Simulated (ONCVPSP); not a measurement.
Before and after: ONCV potential for Tl (Z = 81)

thallium, optimised norm-conserving Vanderbilt (ONCV), made with ONCVPSP 4.0.1 (PBEsol, scalar-relativistic). Core [Kr] 4d10 4f14 5s2, reference 5p6 5d10 6s2 6p1. Waves: 6s: rc 2.20 bohr, ncon 3, nbas 6, qcut 2.8 1/bohr, 2 projectors, debl 3.6 Ha; 5p+6p: rc 1.90 bohr, ncon 5, nbas 10, qcut 8.8 1/bohr, 2 projectors; 5d: rc 1.45 bohr, ncon 4, nbas 8, qcut 5.9 1/bohr, 2 projectors, debl 1.9 Ha. Local part: polynomial inside 1.40 bohr (lpopt 5, dvloc0 4 Ha). Core correction: Teter function, fcfact 5.75, rcfact 1.2.

Change: p: rc 1.64.

Cutoffs: the cutoffs (Ha) at which the residual kinetic energy of the hardest occupied pseudo-wave falls to 1 and 0.1 mHa per electron; they do not see the model core or the augmentation charge, which bear on the density cutoff. Errors are all-electron minus pseudo energies relative to the spin-unpolarised reference configuration.

What does the change do?

The potential gets neither clearly harder nor softer (52 Ha and 105 Ha → 52 Ha and 105 Ha); the d channel sets the loose cutoff, while the largest relative change is in p, which becomes harder; the errors of the 3 common tests hardly move; neither file shows a bound ghost.

| quantity | base | changed |
| --- | --- | --- |
| cutoff, loose | 52 Ha | 52 Ha |
| cutoff, tight | 105 Ha | 105 Ha |
| loose cutoff by channel | s 12 Ha, p 17 Ha, d 52 Ha | s 12 Ha, p 25 Ha, d 52 Ha |
| bound ghosts | none | none |
| GHOST(+) flags under 300 eV | s at 33.7 eV | s at 33.7 eV |
| tests with a reliable result | 3 of 4 | 3 of 4 |
| error for 5p6 5d10 6s2 6p0, meV [ΔE 5.15 eV] | -2.7 | -2.5 |
| error for 5p6 5d10 6s1 6p0, meV [ΔE 25.99 eV] | -12 | -12 |
| error for 5p6 5d10 6s1 6p2, meV [ΔE 7.45 eV] | -8.9 | -8.7 |
| s: phases at 2.24 bohr within 0.05 rad from the reference energy up to (Ha; the scan ends near 5) | 1.1 | 1.1 |
| d: phases at 1.47 bohr within 0.05 rad from the reference energy up to (Ha; the scan ends near 5) | to the end of the scan | to the end of the scan |
| rms error of d²Exc/dni dnj with the model core, mHa | 0.81 | 0.87 |
